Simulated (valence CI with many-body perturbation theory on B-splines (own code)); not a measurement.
Basis-set convergence for Sn X

Calculated by configuration interaction combined with many-body perturbation theory (CI+MBPT): five valence electrons over a frozen Dirac-Fock core [Kr], radial functions for each j: 7 s, 7 p, 8 d, 6 f, 4 g, 1 h, with the one-electron correlation potential Σ1, the two-electron term Σ2, the three-electron term Σ3, Breit, model QED; selected CI, second order for the rest, scaled by the run's own slope (own B-spline code, finite nucleus).

No measured spectrum was set against this ion. As an estimate, terms of the open shell hold to 2 to 4 % of their energy, and close levels can change places. Among the levels kept, up to 620 cm⁻¹ of a level comes from second order outside the variational space, and about a tenth of that is noise between levels of different J, which matters for small intervals. Only levels of the ground parity were solved; by the run's estimate the other parity begins above the list, which can be wrong where configurations are misplaced.

The reference run has the lowest level 4d5 6S_5/2 and an ionisation energy of 184.701 eV. Its largest variational space holds 20355 state functions.

Names give the largest LS component (configuration and term), which can be under half, so a name can repeat, a term be missing and a line seem to break the LS rules; names also repeat where a configuration has a term twice. Letters in brackets count levels of one name in rising energy.

Changed runs:
A. basis 6 s, 6 p, 5 d, 5 f, 1 g
B. basis 5 s, 5 p, 4 d, 4 f

Excitation energies of the reference run in cm⁻¹, and shifts in cm⁻¹:

| Level | Reference | A | B |
| --- | --- | --- | --- |
| 4d5 4G_5/2 | 33013 | +443 | +1570 |
| 4d5 4G_7/2 | 35859 | +374 | +1492 |
| 4d5 4G_11/2 | 36543 | +365 | +1460 |
| 4d5 4G_9/2 | 37150 | +353 | +1453 |
| 4d5 4D_5/2 [a] | 37731 | +415 | +1498 |
| 4d5 4D_3/2 | 38836 | +438 | +1566 |
| 4d5 4P_1/2 | 41864 | +444 | +1501 |
| 4d5 4D_7/2 | 44220 | +378 | +1825 |
| 4d5 4D_5/2 [b] | 48518 | +474 | +1761 |
| 4d5 4D_1/2 | 48631 | +410 | +1642 |
| 4d5 4P_3/2 | 50416 | +436 | +1582 |
| 4d5 2I_11/2 | 51801 | +551 | +1973 |
| Ionisation energy (eV) | 184.701 | -0.051 | -0.071 |
